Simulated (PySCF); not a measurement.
SnCl, SMILES [Cl][Sn+] (connectivity only; charge and spin as stated), charge +1, multiplicity 1. Heavy atoms are numbered as in [Sn+:1][Cl:2].

Geometry optimised at B3LYP-D3(BJ)/def2-TZVP. The spin state was assumed, not searched. The def2 effective core potentials stand for the cores of Sn; spin–orbit coupling is left out.

All values below come from PySCF with PBE0/def2-TZVPD.

Mulliken values depend strongly on the basis, most of all with diffuse functions as here. ESP charges are fitted to the potential on shells at 1.4 to 2.0 van der Waals radii. Atomic charges (e), one atom of each kind:

```json
[
 {"atom": "Sn1", "ESP fit": "___", "Mulliken": "1.23"},
 {"atom": "Cl2", "ESP fit": "___", "Mulliken": "-0.23"}
]
```

**Question.** Some entries are withheld; supply them. (The exact figures need the calculation; the answer reports its results.)

**Answer.** 
- Sn1, ESP fit: 1.03
- Cl2, ESP fit: -0.03
